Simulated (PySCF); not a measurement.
F4Se, SMILES F[Se+](F)(F)F, charge +1, multiplicity 2. Geometry: PBE-D3(BJ)/def2-SVP.

Computed equilibrium geometry at PBE-D3(BJ)/def2-SVP (PySCF confirms it by a frequency run) as a Z-matrix, and its point group:
point group C2v.
```
Se
F 1 1.6976
F 1 1.6976 2 100.69
F 1 1.7698 2 96.44 3 -97.83
F 1 1.7698 2 96.44 4 -164.35
```
Charge +1, spin multiplicity 2.
